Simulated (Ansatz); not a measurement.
A nudged elastic band was laid between two geometries of CH3AlO2 (7 atoms, charge 0, multiplicity 1).

Computed with RKS PBE/def2-mTZVP in Ansatz 0.2.0.

```
movable images  : 8
climbing image  : no
spring          : 5.0 eV/Å²
optimiser       : quadratic models (default)
start path      : through a guess of the saddle point
force threshold : 0.03 eV/Å
iteration limit : 60
end points      : relaxed
```

First end point:

```xyz
7
Properties=species:S:1:pos:R:3
Al -0.825 -1.009 -0.142
H -0.398 -0.964 1.407
H -0.073 -2.022 -1.126
H -2.195 -0.314 -0.590
O 0.509 0.800 -0.592
C 1.164 1.434 0.161
O 1.817 2.076 0.882
```

Last end point:

```xyz
7
Properties=species:S:1:pos:R:3
Al -0.612 -1.012 -0.745
H -0.220 1.088 1.306
H -0.243 -1.967 -1.952
H -1.982 -0.941 0.062
O 0.667 0.083 -0.272
C 0.715 1.023 0.701
O 1.675 1.727 0.902
```

(1) What changes between the two ends?

(2) Give the energies along the band, and the barrier.

(3) What is the geometry of the highest image?

Answers

(1) Bonds broken: Al1–H2. Bonds formed: Al1–O5, H2–C6.

(2) The forces met the threshold. The highest image is number 2 of 0 to 9, 15.9 kJ/mol above the first end and 90.2 kJ/mol above the last; the last end lies 74.3 kJ/mol below the first. Beside the main top the profile has a ripple of under 15 meV (maxima at images 2, 8), which may be a very shallow well or noise. No image climbed, so the highest image needn't sit at the top of the path. The orbitals stay closed-shell, which can raise the energy where a bond breaks towards radicals; this wasn't checked here.

```
image  path coordinate (Å)  energy (kJ/mol)  Al1–H2 (Å)  Al1–O5 (Å)  H2–C6 (Å)
    0                 0.00              0.0        1.61        2.29       3.12
    1                 0.67              3.1        1.61        2.26       2.55
    2                 1.34             15.9        1.69        2.01       1.75
    3                 2.00            -39.1        2.27        1.80       1.16
    4                 2.67            -58.6        2.83        1.76       1.12
    5                 3.34            -69.6        3.26        1.73       1.11
    6                 4.01            -74.6        3.59        1.72       1.11
    7                 4.68            -73.5        3.33        1.73       1.11
    8                 5.35            -73.4        3.09        1.74       1.11
    9                 6.02            -74.3        2.96        1.75       1.12
```

(3) 
```xyz
7
Properties=species:S:1:pos:R:3
Al -0.674 -0.762 -0.311
H 0.054 -0.290 1.143
H -0.003 -2.049 -0.962
H -2.199 -0.326 -0.424
O 0.440 0.823 -0.840
C 0.866 1.009 0.303
O 1.516 1.594 1.091
```

Run time: 3.4 min on 2 threads of Intel(R) Xeon(R) Platinum 8488C (Sapphire Rapids), on a shared host, peak memory 0.18 GiB.
